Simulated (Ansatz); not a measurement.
Frontier orbitals of `[CH3][Hf]([OH])([F])[Br]`.

Total charge 0; spin multiplicity 1. Correlated methods include outer-core shells of Br, Hf, which these sets cover unevenly. Scalar relativity is left out up to krypton. Hf: def2 effective core potential. Geometry: relaxed with PBE0-D4/def2-TZVP. It is one conformer, not always the lowest. Basis def2-TZVPP, the Gaussian-basis code of Ansatz.

```tsv
functional	HOMO (eV)	LUMO (eV)	gap (eV)
PBE	-6.76	-1.77	4.99
B97M-V	-7.11	-1.49	5.62
PBE0	-8.11	-0.90	7.21
ωB97X-V	-10.53	1.28	11.81
ωB97M-V	-10.38	0.84	11.22
```

Question: What is the vertical ionisation energy at frozen-core CCSD(T)/def2-TZVPP? (Estimate.)

Answer: The calculation gave: 10.24 eV (T1 of the cation 0.019).

A quarter of exact exchange (PBE0) shifts PBE's HOMO by −1.34 eV and its LUMO by +0.87 eV; full exchange at long range (ωB97M-V) shifts them by −3.62 and +2.61 eV. The gap opens from 4.99 to 11.22 eV, since occupied levels lose self-interaction and empty ones feel all the electrons. A positive LUMO is unbound and depends on the basis. −ε(HOMO) differs from that ionisation energy by −3.48 eV with PBE and +0.14 eV with ωB97M-V.
